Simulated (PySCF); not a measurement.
# C5H6FN: full NMR table

* Formula: C5H6FN
* SMILES: Cn1ccc(F)c1
* InChI: InChI=1S/C5H6FN/c1-7-3-2-5(6)4-7/h2-4H,1H3
* Point group of the computed structure: C1
* Degrees of unsaturation: 3
* Carbon signals: 5
* Proton signals: 4

Atoms are numbered as in `[CH3:1][n:2]1[cH:3][cH:4][c:5]([F:6])[cH:7]1`. Hydrogens are named by the atom that carries them.

Level of theory: spin–spin couplings from B3LYP/pcJ-1 (spin–dipole term only in couplings to heteroatoms), shielding tensors at PBE0/pcSseg-1 (GIAO), geometry from PBE0-D3(BJ)/def2-SVP, in PySCF 2.14.0 with density-fitted response routines (a single conformation, rapidly exchanging positions averaged, no relativistic terms, isolated molecule).

Shifts are taken against calculated references (same method and geometry level): TMS for ¹H, ¹³C; CFCl3 for ¹⁹F; ¹⁵N against NH3.

```tsv
carbon	δC, type	δH (multiplicity, J in Hz)	HMBC from (abs. J ≥ 3 Hz)	span of the C tensor (ppm)
C1	37.1, CH3	3.44 (s)	H(C3)	63
C3	121.7, CH	6.14 (ddd, 3.6, 3.5, 2.8)	H(C7), H(C4), H(C1)	132
C4	101.4, CH	5.93 (dd, 3.6, 1.8)	H(C7), H(C3)	134
C5	160.9, C	–	H(C3)	101
C7	107.6, CH	6.36 (ddd, 3.8, 2.8, 1.8)	H(C3), H(C4), H(C1)	113
```

Other nuclei:
```json
{"atoms": "F6", "nucleus": "¹⁹F", "environment": "aryl fluorine", "δ (ppm)": "-166.5", "σ (ppm)": "343.8"}
{"atoms": "N2", "nucleus": "¹⁵N", "environment": "pyrrole-type ring nitrogen", "δ (ppm)": "162.1", "σ (ppm)": "103.6"}
```

Selected couplings (Hz, signed; the shortest-range and largest first, 30 at most; isotopes ¹³C, ¹⁹F, ¹H, ¹⁵N): ¹J(C5,F6) -308.6, ¹J(C7,H(C7)) 195.6, ¹J(C3,H(C3)) 194.4, ¹J(C4,H(C4)) 183.6, ¹J(C1,H(C1)) 143.4, ¹J(C5,C7) 96.0, ¹J(C3,C4) 75.5, ¹J(C4,C5) 73.0, ¹J(N2,C7) -17.5, ¹J(N2,C3) -15.2, ¹J(C1,N2) -14.6, ²J(F6,C7) 24.4, ²J(C4,F6) 12.9, ²J(C4,C7) 11.1, ²J(N2,C5) -9.7, ²J(C3,C5) 7.7, ²J(C3,C7) 5.0, ²J(N2,H(C7)) -3.7, ²J(N2,H(C3)) -3.4, ²J(C1,C7) 2.9, ²J(N2,C4) -2.9, ²J(C1,C3) 2.3, ³J(N2,H(C4)) -6.2, ³J(C3,F6) 3.9, ³J(F6,H(C7)) -3.8, ³J(C1,C5) 3.8, ³J(H(C3),H(C4)) 3.6, ³J(C1,C4) 2.4, ⁴J(F6,H(C3)) 3.5, ⁴J(H(C3),H(C7)) 2.8.

1. Carbon types of the structure: 1 × C, 3 × CH, 1 × CH3, which accounts for all hydrogens.
2. δC 160.9: aromatic carbon bearing fluorine; σ withdrawal by the attached heteroatom moves it downfield of the ring CH carbons.
3. δC 121.7, 107.6: aromatic CH next to a ring nitrogen.
4. δC 101.4: aromatic CH.
5. δC 37.1: methyl carbon bonded to N; pulled downfield by the heteroatom.
6. δH 3.44: hydrogen on a methyl carbon bonded to N; its carbon carries N, an electronegative neighbour.
7. The protons at 6.14 and 5.93 share a coupling of 3.6 Hz (vicinal, an ortho-type coupling).

C–F couplings over four or more bonds (about 3 Hz to the para carbon of a fluoroarene) are left out. Common functionals overestimate the size of one-bond C–F couplings by tens of Hz; these are unscaled. Multiplet labels drop couplings under 1 Hz and merge nearly equal ones. Unscaled 3J(H,H) at this level run about 10 % above measured values. Shifts are as computed. Against solution values, carbons near 30 ppm lie about +2 ppm off and those near 130 ppm about +5 ppm. Of 1211 compounds with measured shifts, 218 miss one by over three times the rms of a fit or turn the order of signals round; such compounds aren't used in these exercises. Unscaled 19F shifts against computed CFCl3 carry errors that often reach 10 to 50 ppm. Experimental scales use liquid or dissolved standards, which lie at an offset from isolated NH3 (liquid NH3: subtract about 20 ppm). Unscaled 15N shifts of sp2 nitrogen come out 20 to 40 ppm too high even then.
